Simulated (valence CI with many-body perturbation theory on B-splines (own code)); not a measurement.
## Sb35+: key properties

Calculated by configuration interaction combined with many-body perturbation theory (CI+MBPT): six valence electrons over a frozen Dirac-Fock core [Ne], a basis of 9 s, 9 p, 8 d, 6 f, 3 g, 1 h functions for each j, with the one-electron correlation potential Σ1, the two-electron term Σ2, the three-electron term Σ3, Breit, model QED; selected CI, second order for the rest, scaled by the run's own slope (own B-spline code, finite nucleus).

The last digits are not significant, and no measured levels were compared; by estimate large intervals hold to a few tenths of a per cent, small ones and those within an open d or f shell to about a per cent. Among the levels kept, up to 1500 cm⁻¹ of a level comes from second order outside the variational space, and about a tenth of that is noise between levels of different J, which matters for small intervals.

Levels are named by their leading jj configuration (3d3/2^4 stands for four electrons in 3d with j = 3/2), which in mixed levels can hold well under half, so a name can repeat and another be missing.

Rates and lifetimes use the calculated energies. Strong lines usually hold to 10 to 20 %, long lifetimes can be off by a factor of two.

Problem. What is the ground level?

Solution. (3s^2 3p1/2^2 3p3/2^2) J=2, composition 72 % 3s2 3p4 3P + 26 % 3s2 3p4 1D, g = 1.361.

Problem. Where does the other parity begin?

Solution. At (3s^2 3p1/2^2 3p3/2 3d3/2) J=2, 142.92 eV.

Problem. How well does LS coupling describe the low levels?

Solution. Among the lowest 20 levels the leading LS term, summed over configurations, holds 50 % on average. For single configurations the figures are 47 % in LS and 82 % in jj coupling. Terms mix most in the J = 3 level at 174.09 eV, where the leading one holds 23 %.

Problem. Among levels below 251.45 eV, which E1 lines absorb most strongly from the ground level?

Solution. to (3s^2 3p1/2 3p3/2^2 3d3/2) J=3 at 5.468 nm, f = 0.301; to (3s^2 3p1/2 3p3/2^2 3d3/2) J=2 at 5.457 nm, f = 0.224; to (3s^2 3p1/2 3p3/2^2 3d3/2) J=1 at 5.472 nm, f = 0.112.

Problem. What are the static dipole polarisabilities of the lowest levels?

Solution. (3s^2 3p1/2^2 3p3/2^2) J=2 0.0175 (tensor 0.00031); (3s^2 3p1/2^2 3p3/2^2) J=0 0.0174; (3s^2 3p1/2 3p3/2^3) J=1 0.0190 (tensor -0.00069); (3s^2 3p1/2 3p3/2^3) J=2 0.0189 (tensor -0.0016) bohr³, of which the core gives 0.000244.

Problem. What is the ionisation energy?

Solution. 2351.1 eV; NIST lists 2349 ± 5 eV (theoretical).

Problem. Name the longest-lived excited levels whose lifetime is computed, and their main decay.

Solution. (3s^2 3p1/2^2 3p3/2^2) J=0 at 11.62 eV lives 187 ms, mostly by E2 to (3s^2 3p1/2^2 3p3/2^2) J=2; (3s^2 3p1/2^2 3p3/2 3d5/2) J=4 at 159.44 eV lives 75.6 μs, mostly by M1 to (3s^2 3p1/2^2 3p3/2 3d3/2) J=3; (3s^2 3p1/2 3p3/2^2 3d5/2) J=4 at 217.96 eV lives 3.78 μs, mostly by M1 to (3s^2 3p1/2^2 3p3/2 3d5/2) J=3.
